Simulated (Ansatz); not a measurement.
# Molecular dynamics of BF$_{2}$H$_{6}$NO

Input:

```yaml
crystal:
  periodic: [false, false, false]
  atoms:
    - { symbol: B, position_ang: [-0.388897, -0.909153, -0.346192] }
    - { symbol: H, position_ang: [1.042277, -0.911036, -0.336677] }
    - { symbol: F, position_ang: [-0.597822, -1.63428, -1.476304] }
    - { symbol: F, position_ang: [-0.738015, -1.507985, 0.825919] }
    - { symbol: H, position_ang: [0.357092, 1.12305, 0.34964] }
    - { symbol: "N", position_ang: [-0.835055, 0.544778, -0.389365] }
    - { symbol: H, position_ang: [1.268947, -0.134508, 0.17739] }
    - { symbol: O, position_ang: [1.341265, 1.02594, 0.748879] }
    - { symbol: H, position_ang: [-0.956847, 0.883273, -1.342439] }
    - { symbol: H, position_ang: [-1.727177, 0.650323, 0.092745] }
    - { symbol: H, position_ang: [1.234231, 0.869596, 1.696305] }
basis:
  gaussian: { orbitals: def2-SVP }
hamiltonian:
  xc: pbe0
  dispersion: d4
md:
  timestep: 0.5
  n_steps: 200
  ensemble: nve
  temperature: 100.0
  initial_velocities: maxwell_boltzmann
  seed: 2314
```

Run as:

```bash
$ ansatz run input.yaml --threads 2 --pin off --max-ram 3072MiB --backend cpu --events-out ev --progress --plain --runs-dir out
```

It starts at the highest image of a converged band, a first-order saddle point between two minima.

Output, in part (step lines, the closing report, with atoms numbered from 0):

```
md step     0: t =     0.00 fs  T =   100.0 K  F+E_penalty+E_count = -9730.40482450 eV  E_kin = 0.116334 eV  conserved = -9730.28849050 eV  (25 SCF iters)
md step     1: t =     0.50 fs  T =    97.4 K  F+E_penalty+E_count = -9730.40170387 eV  E_kin = 0.113270 eV  conserved = -9730.28843422 eV  (31 SCF iters)
md step     2: t =     1.00 fs  T =    91.1 K  F+E_penalty+E_count = -9730.39427889 eV  E_kin = 0.105968 eV  conserved = -9730.28831045 eV  (31 SCF iters)
md step     3: t =     1.50 fs  T =    82.8 K  F+E_penalty+E_count = -9730.38445269 eV  E_kin = 0.096284 eV  conserved = -9730.28816829 eV  (31 SCF iters)
md step     4: t =     2.00 fs  T =    74.2 K  F+E_penalty+E_count = -9730.37443239 eV  E_kin = 0.086374 eV  conserved = -9730.28805846 eV  (31 SCF iters)
md step     5: t =     2.50 fs  T =    67.0 K  F+E_penalty+E_count = -9730.36593046 eV  E_kin = 0.077916 eV  conserved = -9730.28801425 eV  (31 SCF iters)
md step     6: t =     3.00 fs  T =    61.6 K  F+E_penalty+E_count = -9730.35964489 eV  E_kin = 0.071606 eV  conserved = -9730.28803844 eV  (24 SCF iters)
md step     7: t =     3.50 fs  T =    57.7 K  F+E_penalty+E_count = -9730.35521208 eV  E_kin = 0.067108 eV  conserved = -9730.28810436 eV  (24 SCF iters)
[... lines left out ...]
Total energy: -9730.73236163 eV, -357.5978185625 hartree
Atom 0 at    -0.271743    -1.180195    -0.655344 Å, force    -0.324530     0.327240     0.099931 eV/Å
Atom 1 at     0.919218    -1.035926    -1.057467 Å, force    -0.794146    -0.614849     0.290922 eV/Å
Atom 2 at    -1.185057    -1.894143    -1.445679 Å, force     1.033334     1.070954     0.485147 eV/Å
Atom 3 at    -0.488595    -1.481701     0.699467 Å, force     0.488095     0.470983    -0.907640 eV/Å
Atom 4 at    -0.216014     1.114353     0.191571 Å, force    -1.195165    -1.703285    -3.559329 eV/Å
Atom 5 at    -0.738156     0.549278    -0.703562 Å, force    -0.844128     0.913328     3.092400 eV/Å
Atom 6 at     2.338367     0.941586     1.124411 Å, force     0.367080    -0.074121    -0.374375 eV/Å
Atom 7 at     1.550572     1.422614     1.378940 Å, force    -0.378006     0.283939    -0.220181 eV/Å
Atom 8 at    -0.741884     1.044481    -1.609907 Å, force     0.851523    -0.082991     0.515675 eV/Å
Atom 9 at    -1.768526     0.584545    -0.471588 Å, force     1.166028    -0.213208     0.045787 eV/Å
Atom 10 at     1.129385     0.782249     1.947149 Å, force    -0.370086    -0.377990     0.531664 eV/Å
Dipole moment:     0.068386     0.897127     0.114052 e Å
```

The steps, from the saved trajectory:

| time (fs) | T (K) | potential energy less start (eV) | conserved less start (meV/atom) |
| --- | --- | --- | --- |
| 0.0 | 100 | 0.000 | 0.00 |
| 3.0 | 62 | 0.045 | 0.04 |
| 6.0 | 42 | 0.068 | 0.05 |
| 9.0 | 63 | 0.043 | 0.02 |
| 12.0 | 80 | 0.024 | 0.05 |
| 15.0 | 187 | -0.100 | 0.07 |
| 18.0 | 506 | -0.472 | 0.01 |
| 21.0 | 480 | -0.444 | -0.18 |
| 24.0 | 763 | -0.778 | -0.62 |
| 27.0 | 386 | -0.331 | 0.17 |
| 30.0 | 800 | -0.819 | -0.41 |
| 33.0 | 539 | -0.508 | 0.23 |
| 36.0 | 554 | -0.528 | 0.02 |
| 39.0 | 480 | -0.441 | 0.07 |
| 42.0 | 674 | -0.675 | -0.65 |
| 45.0 | 822 | -0.848 | -0.76 |
| 48.0 | 475 | -0.434 | 0.17 |
| 51.0 | 910 | -0.948 | -0.54 |
| 54.0 | 598 | -0.577 | 0.23 |
| 57.0 | 664 | -0.657 | -0.03 |
| 60.0 | 602 | -0.584 | 0.00 |
| 63.0 | 573 | -0.554 | -0.31 |
| 66.0 | 703 | -0.709 | -0.60 |
| 69.0 | 420 | -0.370 | 0.17 |
| 72.0 | 920 | -0.960 | -0.52 |
| 75.0 | 626 | -0.611 | 0.08 |
| 78.0 | 479 | -0.440 | 0.06 |
| 81.0 | 606 | -0.589 | -0.10 |
| 84.0 | 534 | -0.503 | 0.18 |
| 87.0 | 730 | -0.737 | -0.44 |
| 90.0 | 380 | -0.324 | 0.16 |
| 93.0 | 702 | -0.708 | -0.71 |
| 96.0 | 559 | -0.540 | -0.57 |
| 99.0 | 340 | -0.277 | 0.15 |

The run went to its last step. The conserved energy stayed within 0.88 meV per atom of its start (net change 0.13 meV per atom), so the integration is sound. The kinetic energy rose, since the run started high on the potential surface and went downhill. It ends in pieces (BF2H4N + H2O), so much of that is their flight and rotation, not heat. A run of 0.1 ps of so small a system gives no equilibrium averages. The orbitals stay closed-shell, which can raise the energy where a bond breaks towards radicals; this wasn't checked here.

Between its relaxed ends the band would form H2–H7, H5–O8 and break B1–H2, H5–N6, H7–O8. These pairs go: H2–H7 0.96 → 3.27 Å, H5–O8 1.07 → 2.15 Å, B1–H2 1.43 → 1.27 Å, H5–N6 1.52 → 1.18 Å, H7–O8 1.30 → 0.96 Å. In the last frame they stand as before the step (other bonds may differ from the relaxed reactants and products). It ends as BF2H4N + H2O. Pairs count as bonded within 1.25 times the sum of covalent radii (0.12 Å more for H–H).

Last frame:

```xyz
11
Properties=species:S:1:pos:R:3
B -0.272 -1.180 -0.655
H 0.919 -1.036 -1.058
F -1.185 -1.894 -1.446
F -0.489 -1.482 0.700
H -0.216 1.114 0.192
N -0.738 0.549 -0.704
H 2.338 0.942 1.124
O 1.551 1.423 1.379
H -0.742 1.044 -1.610
H -1.768 0.585 -0.472
H 1.129 0.782 1.947
```

Run time: 8.8 min on 2 threads of Intel(R) Xeon(R) Platinum 8488C (Sapphire Rapids), with other jobs on the host, peak memory 0.23 GiB.
